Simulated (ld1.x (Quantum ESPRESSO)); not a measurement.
## sulfur, TM: configuration errors across variants

```
Element                 : sulfur (S)
Generator               : ld1.x (Quantum ESPRESSO) 7.5
Type                    : norm-conserving Troullier–Martins (Kleinman–Bylander form)
Functional              : LDA (PZ)
Relativity              : non-relativistic
Frozen core             : [Ne]
Valence charge          : 6
Reference configuration : 3s2 3p4
Partial waves           : 3p (bound): rc 1.20 bohr; 3s (bound): rc 1.45 bohr
Local potential         : the s channel
Core correction         : Bessel-smoothed model core inside 0.75 bohr
```

All-electron excitation energies from the reference (eV): (1) 3s2 3p3 11.876; (2) 3s2 3p2 34.262; (3) 3s2 3p1 68.428; (4) 3s1 3p4 22.534; (5) 3s1 3p5 10.110; (6) 3s2 3p0 115.414; (7) 3s2 3p3.5 4.715; (8) 3s2 3p4 spin -0.706; (9) 3s2 3p3 spin 9.912.

Spin tests fill each open shell by Hund’s rule, majority spin first.

1 further variants failed, have other tests or too few solved ones, and are left out.

Errors AE − PS in meV (a dash: test not solved or not reliable):

```csv
change,(1),(2),(3),(4),(5),(6),(7),(8),(9),bound ghosts
base,+4.2,+25,+74,+9.6,+2.0,+156,+0.8,+2.4,+8.3,none
wave 3p (bound): rc 1.20 bohr becomes 3p (bound): rc 0.92 bohr,+4.4,+22,–,–,–,+15,+1.0,-2.6,–,none
wave 3p (bound): rc 1.20 bohr becomes 3p (bound): rc 1.06 bohr,+4.4,+24,+64,+11,+2.3,+106,+0.9,-1.9,-5.2,none
wave 3p (bound): rc 1.20 bohr becomes 3p (bound): rc 1.26 bohr,+4.2,+25,+78,+8.7,+1.6,+171,+0.8,+4.2,+14,none
wave 3p (bound): rc 1.20 bohr becomes 3p (bound): rc 1.42 bohr,+4.1,+26,+85,+6.7,+0.4,+199,+0.8,+7.6,+25,none
wave 3p (bound): rc 1.20 bohr becomes 3p (bound): rc 1.56 bohr,+4.2,+27,+87,+6.1,+0.1,+209,+0.8,+8.7,+28,none
wave 3p (bound): rc 1.20 bohr becomes 3p (bound): rc 1.66 bohr,+4.2,+27,+87,+6.2,+0.1,+208,+0.8,+8.7,+28,none
wave 3p (bound): rc 1.20 bohr becomes 3p (bound): rc 1.80 bohr,+4.1,+26,+84,+6.8,+0.4,+198,+0.8,+7.9,+26,none
```

Q: Give the same row for: wave 3p (bound): rc 1.20 bohr becomes 3p (bound): rc 1.14 bohr.

A: +4.3, +25, +71, +10, +2.4, +138, +0.9, +0.5, +2.4; bound ghosts: none.
